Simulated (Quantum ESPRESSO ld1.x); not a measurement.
Task: These are the eigenvalues of the occupied orbitals of an atom or ion with whole-number occupations (eV). All-electron calculation, Dirac Kohn-Sham, PBE, spin-unpolarised, spherical densities, point nucleus. Program: ld1.x of Quantum ESPRESSO 7.5.

orbital  eigenvalue
1s1/2      -88119.0
2s1/2      -19615.6
2p1/2      -19068.9
2p3/2      -17084.9
3s1/2      -7741.29
3p1/2      -7535.47
3p3/2      -7015.30

Which element is it, and in what charge state? The configuration may be excited. Open shells, if any, are shared by 2j + 1.

Result: Z = 80, mercury, charge +63: Hg63+ in [Ne] 3s2 3p5. The list shows which subshells hold electrons but not how many an open one holds; the 1s level, -3238.3 hartree, gives Z - s = 80.5 by -(Z - s)^2/2, which with screening and relativity narrows Z to a few neighbours, and the depths of the outer levels then fix element, charge and occupations together.
